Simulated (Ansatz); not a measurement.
Potential energy surface of H₃Si (cation, charge +1), singlet: umbrella (inversion) coordinate, bond length relaxed. Scanned: angle between the Si-H bonds and the threefold axis (90 = planar). Other coordinates (Si-H bond length) were minimised at B3LYP/def2-TZVP.

- RKS-PBE/cc-pVDZ = restricted PBE/cc-pVDZ (Ansatz, a first-principles code)
- RKS-B3LYP/cc-pVDZ = Ansatz with restricted B3LYP/cc-pVDZ
- FCI/cc-pVDZ = full CI/cc-pVDZ, frozen core (Ansatz)

Energies relative to the lowest point of each profile, in kcal/mol; the last columns give the error against full CI:

```tsv
a / °	RKS-PBE/cc-pVDZ	RKS-B3LYP/cc-pVDZ	FCI/cc-pVDZ	RKS-PBE/cc-pVDZ − FCI/cc-pVDZ	RKS-B3LYP/cc-pVDZ − FCI/cc-pVDZ
90	0.0	0.0	0.0	0.0	0.0
93.23	0.5	0.6	0.6	0.0	0.0
95.43	1.5	1.6	1.6	-0.1	0.0
99.66	4.8	5.1	5.1	-0.4	-0.1
102.48	8.0	8.5	8.6	-0.6	-0.1
104.93	11.4	12.1	12.3	-0.9	-0.2
108.65	17.9	19.0	19.2	-1.3	-0.2
111.74	24.5	26.0	26.2	-1.7	-0.2
114.26	30.7	32.6	32.7	-2.0	-0.1
116.54	36.9	39.2	39.2	-2.3	0.0
119.63	46.4	49.3	49.1	-2.7	0.2
122.99	58.2	61.8	61.2	-3.0	0.5
125.51	68.1	72.2	71.3	-3.2	0.9
128.49	81.0	85.9	84.4	-3.3	1.5
132	98.1	104.0	101.4	-3.2	2.6
```

RKS-PBE/cc-pVDZ is furthest from FCI/cc-pVDZ at 128.49 (-3.3 kcal/mol, below); its mean absolute error over the points is 1.6 kcal/mol.

RKS-B3LYP/cc-pVDZ is furthest from FCI/cc-pVDZ at 132 (2.6 kcal/mol, above); its mean absolute error over the points is 0.4 kcal/mol.
